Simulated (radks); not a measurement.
Task: All-electron atom: Sb8+ in [Kr] 4d7. All-electron calculation, Dirac Kohn-Sham, LDA (Slater exchange, VWN5 correlation), spin-unpolarised, spherical densities, finite nucleus; open shells are shared between the two j in proportion to 2j + 1; Fermi nuclear charge, rms radius 4.6802 fm. Program: a radial shooting solver on a logarithmic mesh with Libxc functionals.

Spin-orbit splittings of the eigenvalues, e(l+1/2) - e(l-1/2), with zeta = 2 splitting/(2l+1) and mean radii in bohr:

shell  occ.  splitting (eV)  zeta (eV)  <r> j=l-1/2  <r> j=l+1/2
2p        6           251.5      167.7       0.1033       0.1088
3p        6           46.51      31.01       0.3208       0.3321
3d       10           9.694      3.878       0.3029       0.3065
4p        6           9.330      6.220       0.8061       0.8313
4d        7           1.534     0.6137       0.9229       0.9315
4f        0          0.1269    0.03626        1.231        1.234
5p        0               ?          ?        1.765        1.805
5d        0          0.3844     0.1538        2.100        2.113

Estimate the 5p splitting.

Result: 2.255 eV (zeta = 1.503 eV).
